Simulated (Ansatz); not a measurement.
`[CH3][GeH][F]` radical. The species carries charge 0 and has multiplicity 2. The structure was optimised at the PBE0-D4/def2-TZVP level.

```xyz
7

C    -0.777    0.383   -0.101
Ge    0.639   -0.907    0.291
F     1.779   -0.044    1.305
H    -1.480   -0.043   -0.818
H    -0.317    1.277   -0.527
H    -1.309    0.650    0.812
H     1.466   -1.316   -0.962
```

What is the dipole moment at r2SCAN/def2-TZVPP? (An estimate is asked.)

The calculation gave: 2.37 D, with components (-1.96, -0.28, -1.32) D in this frame, pointing from negative to positive charge.

And with PBE, B3LYP, ωB97M-V? (An estimate is asked.)

Computed: PBE 2.29 D, B3LYP 2.43 D, ωB97M-V 2.42 D.

Give the Mulliken charges with r2SCAN, B3LYP, ωB97M-V in def2-TZVPP. (Estimate.)

The calculation gave: 
```
atom  r2SCAN  B3LYP  ωB97M-V
  C1   -0.30  -0.39    -0.46
 Ge2    0.45   0.47     0.45
  F3   -0.39  -0.39    -0.39
  H4    0.08   0.11     0.13
  H5    0.10   0.12     0.14
  H6    0.09   0.12     0.14
  H7   -0.04  -0.04    -0.01
```

B3LYP here is the variant with VWN-RPA as its local correlation; programs differ in this.
